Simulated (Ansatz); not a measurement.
The input (input.yaml):

```yaml
crystal:
  periodic: [false, false, false]
  atoms:
    - { symbol: Ge, position_ang: [0.1212, -0.7, 1.0637] }
    - { symbol: Si, position_ang: [-0.7006, 1.0102, -0.8594] }
    - { symbol: F, position_ang: [0.375, -0.6715, -1.0231] }
    - { symbol: F, position_ang: [-0.9496, 0.9826, -2.4509] }
    - { symbol: F, position_ang: [0.6832, 1.8414, -0.9352] }
    - { symbol: H, position_ang: [-1.2956, -1.1175, 1.3301] }
    - { symbol: H, position_ang: [0.6964, 0.5253, 1.7121] }
    - { symbol: H, position_ang: [1.0699, -1.8704, 1.1628] }
basis:
  gaussian: { orbitals: def2-SVP }
hamiltonian:
  xc: pbe
relax:
  f_tol: 0.15
  max_steps: 25
  restrain:
    - { distance: [0, 2], at: 3.07, k: 30.0 }
    - { distance: [0, 1], at: 2.31, k: 30.0 }
    - { distance: [1, 2], at: 1.68, k: 30.0 }
```

Command:

```bash
$ ansatz run input.yaml --threads 2 --pin off --max-ram 3072MiB --backend cpu --events-out ev --progress --plain --runs-dir out
```

Hardware: 2 threads of Arm Neoverse V2, on a shared host.

Task: Roughly how long does this run take, and how much memory?

Result: 23 s, with a peak of 0.15 GiB, for 11 ionic steps.
